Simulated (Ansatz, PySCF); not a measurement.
Gas-phase reaction (SMILES): N[Si](O)(O)O + O (H2O) -> O[Si](O)(O)O [silicic acid] + N (NH3); water cleaves one Si-N bond, a model of a ligand-exchange step.

Each molecule is optimised on its own at B3LYP-D3(BJ)/def2-TZVP (Ansatz, a program for electronic structure), one conformer each, not searched for the lowest. Cores are frozen in the correlated levels unless marked. Spin-orbit coupling is left out. Non-relativistic. CBS marks a two-point X^-3 extrapolation of the correlation energy; Hartree-Fock from the larger set. [CCSD(T)-MP2]/basis is that difference in the basis named. Thermal terms are rigid-rotor harmonic-oscillator values from B3LYP-D3(BJ) frequencies (Ansatz or PySCF) at 298.15 K and 1 atm. 1 Eh = 627.5095 kcal/mol.

| species | E, RI-MP2/CBS(aug-cc-pV(T+d)Z,aug-cc-pV(Q+d)Z)+[CCSD(T)-MP2]/aug-cc-pV(T+d)Z (Ansatz) (Eh) | E, PBE-D3(BJ)/def2-TZVPD (Ansatz + dftd3) (Eh) | H - E (Eh) | G - E (Eh) |
|---|---|---|---|---|
| N[Si](O)(O)O | -572.51850 | -572.81699 | 0.07786 | 0.03793 |
| O (H2O) | -76.37791 | -76.38147 | 0.02495 | 0.00353 |
| O[Si](O)(O)O | -592.40587 | -592.70290 | 0.06559 | 0.02711 |
| N (NH3) | -56.50756 | -56.51114 | 0.03799 | 0.01614 |

Work out ΔE and ΔH, ΔG, ΔS and the equilibrium constant at 298.15 K at the first level, then ΔH at the second.


1. ΔE = [(-592.40587) + (-56.50756)] - [(-572.51850) + (-76.37791)] = -0.01702 Eh = -10.7 kcal/mol at RI-MP2/CBS(aug-cc-pV(T+d)Z,aug-cc-pV(Q+d)Z)+[CCSD(T)-MP2]/aug-cc-pV(T+d)Z.
2. The terms H - E add up to 0.00077 Eh, so ΔH = (-0.01702 + (0.00077))×627.5095 = -10.2 kcal/mol.
3. The terms G - E add up to 0.00179 Eh, so ΔG = -9.6 kcal/mol, and ΔS = (0.00077 - (0.00179))×627509.5/298.15 = -2.1 cal/(mol K).
4. log10 K = -ΔG/(RT ln 10) = 7.0, with RT ln 10 = 1.3642 kcal/mol.
5. At PBE-D3(BJ)/def2-TZVPD the same steps give ΔE = -9.8 and ΔH = -9.3 kcal/mol, a shift of +0.9 from the first level.
6. These values are not checked against measurement here, since the tables used lack a sound gas-phase enthalpy of formation for at least one species.
